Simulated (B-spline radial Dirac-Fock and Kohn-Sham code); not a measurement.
Cross section and asymmetry of the 4d5/2 subshell of Ta⁴⁺

System: tantalum as Ta⁴⁺, [Xe] 4f14 5d1. The computed 4d5/2 threshold is 283.7 eV; without correlation, outer thresholds are uncertain by 1 to 2 eV. With an open shell the threshold is an average over the terms of the final ion.

Input of the calculation (task.json; shells as n, l, electrons):

```json
{"items": [{
  "Z": 73,
  "q": 4,
  "cfg": [[1, 0, 2], [2, 0, 2], [2, 1, 6], [3, 0, 2], [3, 1, 6], [3, 2, 10], [4, 0, 2], [4, 1, 6], [4, 2, 10], [4, 3, 14], [5, 0, 2], [5, 1, 6], [5, 2, 1]],
  "A": 181,
  "rrms": 5.3507,
  "do": ["binding", "quiet", "photo", "scan"],
  "hv": [59.7, 60, 138.0, 150, 400, 616.0, 708.0, 2984.4, 6000, 8047.8, 10300.0, 15700.0, 54400.0, 79400.0, 150000, 200000]
}]}
```

Command: `python xray_run.py task.json out`

Calculated with a radial finite-basis atomic code, using the independent-particle Dirac-Slater model, thresholds from Dirac-Fock. Interchannel coupling and autoionising resonances are not included, so magnitudes near threshold are approximate.

```
kinetic energy (eV)  σ (Mb)      β
                1.5   0.199   0.16
                2.3   0.197   0.19
                3.7   0.195   0.22
                5.7   0.192   0.22
                9.0   0.188   0.18
               14.0   0.184   0.04
               21.9   0.184  -0.25
               34.2   0.191  -0.66
               53.5   0.215  -0.97
               83.7   0.264  -0.91
              130.9   0.337  -0.49
              204.6   0.397   0.04
              319.9   0.402   0.51
```

The cross section has a minimum of 0.18 Mb near 18 eV kinetic energy, a Cooper minimum, where a dipole matrix element changes sign; it needs a radial node in the bound orbital. Its largest value, 0.408 Mb, lies 256 eV above threshold. β ranges from -0.99 (at 66.9 eV) to 0.71.
